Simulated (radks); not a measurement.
Values are calculated unless marked as measured or tabulated.
Q: These are the eigenvalues of the occupied orbitals of an atom or ion with whole-number occupations (hartree). Level of theory: Dirac Kohn-Sham, PBE, spin-unpolarised, spherical densities, finite nucleus; Fermi nuclear charge, rms radius of each element as measured or else 0.836 A^(1/3) + 0.57 fm (a radial shooting solver on a logarithmic mesh with Libxc functionals).

1s1/2: -1263.195
2s1/2: -197.4172
2p1/2: -185.5446
2p3/2: -173.6143
3s1/2: -41.21857
3p1/2: -36.28268
3p3/2: -34.01651
3d3/2: -25.33051
3d5/2: -24.85157
4s1/2: -8.29204
4p1/2: -6.54383
4p3/2: -6.09134
4d3/2: -3.26134
4d5/2: -3.18793
5s1/2: -1.66114
5p1/2: -1.21948
5p3/2: -1.15781
6d3/2: -0.26325

Which element is it, and in what charge state? The configuration may be excited. Open shells, if any, fill j = l - 1/2 first.

A: Z = 54, xenon, charge +2: Xe2+ in [Kr] 4d10 5s2 5p3 6d1. The list shows which subshells hold electrons but not how many an open one holds; the 1s level, -1263.2 hartree, gives Z - s = 50.3 by -(Z - s)^2/2, which with screening and relativity narrows Z to a few neighbours, and the depths of the outer levels then fix element, charge and occupations together.
